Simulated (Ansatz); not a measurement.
`[CH3][Nb](=[O])([OH])[OH]`, relaxed with RKS PBE-D4/def2-SVP in the Gaussian-basis code of Ansatz from a rough embedded geometry. The force threshold is 0.03 eV/Å; the program also tests the step.

Charge 0, multiplicity 1. Nb: def2 effective core potential.

Start:

```xyz
10

C    -0.446    1.051    0.936
Nb    0.647   -0.541   -0.074
O     2.102   -0.889    0.904
O     1.223   -0.017   -1.920
O    -0.514   -2.209   -0.194
H    -0.312    2.019    0.375
H    -1.570    0.810    0.849
H    -0.190    1.105    1.968
H     0.432    0.541   -2.318
H    -1.373   -1.871   -0.526
```

**Question.** How much energy does the relaxation release, and in how many steps? (An estimate is asked.)

**Answer.** Computed: 103.20 kJ/mol, in 28 steps, 5 of them rejected.

**Question.** Which bonds change most? (Best estimate.)

**Answer.** The calculation gave: Nb2–O5 from 2.036 to 1.910 Å; Nb2–O4 from 2.003 to 1.910 Å; O4–H9 from 1.046 to 0.973 Å; Nb2–O3 from 1.787 to 1.718 Å.

**Question.** Give the relaxed structure. (Best estimate.)

**Answer.** Ansatz gave: 
```xyz
10

C    -0.454    1.110    0.999
Nb    0.300   -0.444   -0.309
O     1.828   -0.868    0.354
O     0.493    0.306   -2.055
O    -0.917   -1.914   -0.225
H     0.235    1.982    1.006
H    -1.457    1.453    0.664
H    -0.535    0.736    2.042
H     1.294    0.457   -2.587
H    -0.786   -2.818    0.111
```
